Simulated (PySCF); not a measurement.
C$_{4}$H$_{4}$S, charge -1, doublet, at a GFN2-xTB geometry (a state made from the parent by changing its charge; the spin is typed, not shown lowest) (in this run its highest filled SCF level lies above zero, so its values depend strongly on the basis, on diffuse functions most of all); DF-B3LYP/STO-3G (PySCF).

Here is a job for PySCF.
```python
from pyscf import gto, scf, dft

mol = gto.M(
    atom='''
C     0.378587   -1.407993    0.170767
C    -0.963980   -1.087539    0.207207
C    -1.230293    0.247366   -0.109725
S     0.277919    1.184770   -0.179446
C     1.219581   -0.293030    0.116641
H     0.772632   -2.414630    0.269882
H    -1.762438   -1.804918    0.369213
H    -2.130615    0.794731    0.130968
H     2.250345   -0.284320   -0.208275
''',
    basis='sto-3g',
    charge=-1,
    spin=1,
    verbose=4,
)

mf = dft.UKS(mol)
mf.xc = 'b3lyp'
mf = mf.density_fit(auxbasis='def2-universal-jkfit')
mf.kernel()
```

It wrote (shortened):

```
PySCF version 2.14.0

[INPUT] verbose = 4
[INPUT] num. atoms = 9
[INPUT] num. electrons = 45
[INPUT] charge = -1
[INPUT] spin (= nelec alpha-beta = 2S) = 1
[INPUT] symmetry False subgroup None
[INPUT] Mole.unit = angstrom
[INPUT] Symbol           X                Y                Z      unit          X                Y                Z       unit  Magmom
[INPUT]  1 C      0.378587000000  -1.407993000000   0.170767000000 AA    0.715425744321  -2.660721155305   0.322702861114 Bohr   0.0
[INPUT]  2 C     -0.963980000000  -1.087539000000   0.207207000000 AA   -1.821658189558  -2.055150859783   0.391564481093 Bohr   0.0
[INPUT]  3 C     -1.230293000000   0.247366000000  -0.109725000000 AA   -2.324916822970   0.467453992529  -0.207350199018 Bohr   0.0
[INPUT]  4 S      0.277919000000   1.184770000000  -0.179446000000 AA    0.525190794813   2.238890820601  -0.339103794149 Bohr   0.0
[INPUT]  5 C      1.219581000000  -0.293030000000   0.116641000000 AA    2.304674076723  -0.553746446281   0.220419544895 Bohr   0.0
[INPUT]  6 H      0.772632000000  -2.414630000000   0.269882000000 AA    1.460062875075  -4.562989392159   0.510003065950 Bohr   0.0
[INPUT]  7 H     -1.762438000000  -1.804918000000   0.369213000000 AA   -3.330525131526  -3.410800697298   0.697711451629 Bohr   0.0
[INPUT]  8 H     -2.130615000000   0.794731000000   0.130968000000 AA   -4.026278826890   1.501823932702   0.247493651082 Bohr   0.0
[INPUT]  9 H      2.250345000000  -0.284320000000  -0.208275000000 AA    4.252535735784  -0.537286931736  -0.393582708594 Bohr   0.0

nuclear repulsion = 199.473266874969
number of shells = 21
number of NR pGTOs = 99
number of NR cGTOs = 33
basis = sto-3g
ecp = {}

******** <class 'pyscf.df.df_jk.DFUKS'> ********
method = DFUKS
initial guess = minao
damping factor = 0
level_shift factor = 0
DIIS = <class 'pyscf.scf.diis.CDIIS'>
diis_start_cycle = 1
diis_space = 8
diis_damp = 0
SCF conv_tol = 1e-09
SCF conv_tol_grad = None
SCF max_cycles = 50
direct_scf = False
number electrons alpha = 23  beta = 22
XC library pyscf.dft.libxc version 7.1.2
    S. Lehtola, C. Steigemann, M. J. T. Oliveira, and M. A. L. Marques,  SoftwareX 7, 1–5 (2018)
XC functionals = b3lyp
    P. J. Stephens, F. J. Devlin, C. F. Chabalowski, and M. J. Frisch,  J. Phys. Chem. 98, 11623 (1994)
radial grids:
    Treutler-Ahlrichs [JCP 102, 346 (1995); DOI:10.1063/1.469408] (M4) radial grids

becke partition: Becke, JCP 88, 2547 (1988); DOI:10.1063/1.454033
pruning grids: <function nwchem_prune>
grids dens level: 3
symmetrized grids: False
atomic radii adjust function: <function treutler_atomic_radii_adjust>
small_rho_cutoff = 0
Set gradient conv threshold to 3.16228e-05
tot grids = 114584
******** <class 'pyscf.df.df.DF'> ********
auxbasis = def2-universal-jkfit
init E= -547.260456404307

cycle= 1 E= -546.478773166026  delta_E= 0.782  |g|= 0.231  |ddm|= 3.18
cycle= 2 E= -546.503506409588  delta_E= -0.0247  |g|= 0.153  |ddm|= 0.605
cycle= 3 E= -546.519246139759  delta_E= -0.0157  |g|= 0.0388  |ddm|= 0.274
cycle= 4 E= -546.520391204708  delta_E= -0.00115  |g|= 0.00959  |ddm|= 0.0691
cycle= 5 E= -546.520478110494  delta_E= -8.69e-05  |g|= 0.00487  |ddm|= 0.0238
cycle= 6 E= -546.520511453621  delta_E= -3.33e-05  |g|= 0.00146  |ddm|= 0.014
cycle= 7 E= -546.520515770946  delta_E= -4.32e-06  |g|= 0.000144  |ddm|= 0.00672
cycle= 8 E= -546.520515802059  delta_E= -3.11e-08  |g|= 2.62e-05  |ddm|= 0.000521
cycle= 9 E= -546.520515803622  delta_E= -1.56e-09  |g|= 3.43e-06  |ddm|= 0.000127
cycle= 10 E= -546.520515803629  delta_E= -7.28e-12  |g|= 2.15e-06  |ddm|= 1.05e-05
Extra cycle  E= -546.520515803622  delta_E= 7.73e-12  |g|= 4.13e-06  |ddm|= 1.13e-05
converged SCF energy = -546.520515803622  <S^2> = 0.76799541  2S+1 = 2.0179152
```
